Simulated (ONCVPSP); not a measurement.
# S (Z = 16), ONCV: configuration errors across variants

ONCVPSP 4.0.1 input, shortened (lines: element, Z, core and valence counts, functional; n l f; lmax; l rc ep ncon nbas qcut; lloc lpopt rc5 dvloc0; l nproj debl; icmod fcfact rcfact), PBEsol, scalar-relativistic:

```
  S 16.00    1    4  -116133      upf
    1    0    2.00
    2    0    2.00
    2    1    6.00
    3    0    2.00
    3    1    3.00
    2
    0    0.95    0.00    4    7   16.20
    1    0.90    0.00    4    9   15.20
    2    1.00    0.03    4    7   11.40
    4    5    0.65    3.00
    0    2    0.60
    1    2    1.00
    2    1    3.60
    0    0.00    0.00
```

All-electron excitation energies from the reference (eV): (1) 2s2 2p6 3s2 3p4 -11.733; (2) 2s2 2p6 3s2 3p2 22.241; (3) 2s2 2p6 3s2 3p1 56.241; (4) 2s2 2p5 3s2 3p4 161.747.

Errors AE − PS in meV (a dash: test not solved or not reliable):

```tsv
change	(1)	(2)	(3)	(4)	bound ghosts	GHOST(+) flags above zero
base	+0.6	+0.9	+6.9	+1097	none	none
all radii scaled by about 0.76 (s 0.72, p 0.68, d 0.76 bohr); local potential polynomial inside 0.50 bohr (lpopt 5, dvloc0 3 Ha)	0.0	+1.3	+6.7	+514	none	none
all radii scaled by about 0.82 (s 0.78, p 0.74, d 0.82 bohr); local potential polynomial inside 0.54 bohr (lpopt 5, dvloc0 3 Ha)	+0.1	+1.2	+7.0	+656	none	none
all radii scaled by about 0.91 (s 0.86, p 0.82, d 0.92 bohr); local potential polynomial inside 0.60 bohr (lpopt 5, dvloc0 3 Ha)	+0.3	+1.1	+7.1	+868	none	none
all radii scaled by about 0.96 (s 0.92, p 0.86, d 0.96 bohr); local potential polynomial inside 0.62 bohr (lpopt 5, dvloc0 3 Ha)	+0.4	+1.0	+7.1	+980	none	none
all radii scaled by about 1.07 (s 1.02, p 0.96, d 1.06 bohr); local potential polynomial inside 0.70 bohr (lpopt 5, dvloc0 3 Ha)	+0.7	+0.7	+6.7	+1287	none	none
all radii scaled by about 1.16 (s 1.10, p 1.04, d 1.16 bohr); local potential polynomial inside 0.76 bohr (lpopt 5, dvloc0 3 Ha)	+0.8	+0.5	+6.4	+1543	none	none
all radii scaled by about 1.24 (s 1.18, p 1.12, d 1.24 bohr); local potential polynomial inside 0.80 bohr (lpopt 5, dvloc0 3 Ha)	+1.0	+0.4	+6.0	+1823	none	none
all radii scaled by about 1.31 (s 1.24, p 1.18, d 1.32 bohr); local potential polynomial inside 0.86 bohr (lpopt 5, dvloc0 3 Ha)	+1.1	+0.3	+5.9	+2005	none	none
```

Task: Give the same row for: all radii scaled by about 1.20 (s 1.14, p 1.08, d 1.20 bohr); local potential polynomial inside 0.78 bohr (lpopt 5, dvloc0 3 Ha).

Result: +0.9, +0.4, +6.2, +1668; bound ghosts: none; GHOST(+) flags above zero: none.
